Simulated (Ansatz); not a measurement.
Reaction (formal exchange of groups at the Si–F bond): `F[SiH2][SiH2]S` + `C=C` → `C=C[SiH2][SiH2]S` + H–F

Computed with Ansatz on PBE0-D4/def2-TZVP structures; ΔE is electronic, products minus reactants. CCSD(T)/CBS adds triple-zeta CCSD(T) − MP2 to the extrapolated MP2 energy (def2 sets, frozen cores). This one scheme is used for every species. One conformer a species, not always the lowest.

```json
{"species": "`F[SiH2][SiH2]S`", "MP2/CBS(def2) energy (Eh)": "-1078.73196"}
{"species": "`C=C`", "MP2/CBS(def2) energy (Eh)": "-78.44164"}
{"species": "`C=C[SiH2][SiH2]S`", "MP2/CBS(def2) energy (Eh)": "-1056.74501"}
{"species": "H–F", "MP2/CBS(def2) energy (Eh)": "-100.38702"}
```

**Question.** Work out ΔE.

**Answer.** ΔE = (-1056.74501) + (-100.38702) − (-1078.73196) − (-78.44164) = 0.04157 Eh = +26.1 kcal/mol. CCSD(T)/CBS gives +27.1 kcal/mol.

Largest T1 diagnostic among the species: 0.012.

The D4 term adds −3.2 kcal/mol with B3LYP and −1.9 kcal/mol with PBE0; it sums over pairs of atoms, weighted by their polarisabilities, and B3LYP, whose exchange is more repulsive, gets the larger term. In def2-TZVPP, CCSD(T) changes the Hartree–Fock value by −8.4 kcal/mol (the triples alone add −1.4 kcal/mol) and MP2 by −9.4 kcal/mol.

B3LYP here is the variant with VWN-RPA as its local correlation; programs differ in this.
